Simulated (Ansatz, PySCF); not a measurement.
Noncovalent pair: SiH4 (SMILES [SiH4]) (first 5 atoms) with CH6Si (SMILES C[SiH3]); geometry from B3LYP-D3(BJ)/def2-TZVP, rigid monomers moved along the line of their centres of mass till Si1···H8 is 3.54 Å.
(charge 0, multiplicity 1):
```xyz
13

Si     0.01589    -0.30159     0.19160
H     -1.17820    -0.19755     1.05936
H     -0.36600    -0.03245    -1.21293
H      0.57666    -1.66818     0.29681
H      1.03144     0.68019     0.63078
C      0.82933    -0.69995     4.49546
Si    -0.38747     0.70683     4.74407
H      0.64710    -1.22300     3.55555
H      0.74368    -1.42877     5.30360
H      1.85568    -0.32907     4.48246
H     -0.21849     1.74271     3.69755
H     -0.17227     1.34318     6.06692
H     -1.78263     0.20742     4.68724
```

Counterpoise-corrected where a basis set is named; no monomer relaxation.

Correlated levels freeze the cores.

Programs: Ansatz (Gaussian basis) for Hartree–Fock, density functionals and correlated methods; PySCF for the dispersion terms. Values without a source in brackets are computed.

PBE/def2-TZVPPD gives -10.8 meV for the interaction energy.

**Question.** Where do these levels fall relative to PBE: PBE-D3(BJ)/def2-TZVPPD, r2SCAN/def2-TZVPPD, B3LYP/def2-TZVPPD, wB97M-V/def2-TZVPPD, MP2/aug-cc-pV(D+d)Z, CCSD(T)/aug-cc-pV(D+d)Z.

**Answer.** PBE-D3(BJ)/def2-TZVPPD -41.5; r2SCAN/def2-TZVPPD -3.8; B3LYP/def2-TZVPPD 29.0; wB97M-V/def2-TZVPPD -24.1; MP2/aug-cc-pV(D+d)Z -18.6; CCSD(T)/aug-cc-pV(D+d)Z -20.9 meV. 1 of 6 lie above PBE; the widest gap is to PBE-D3(BJ)/def2-TZVPPD.

Ansatz is a program for electronic structure.
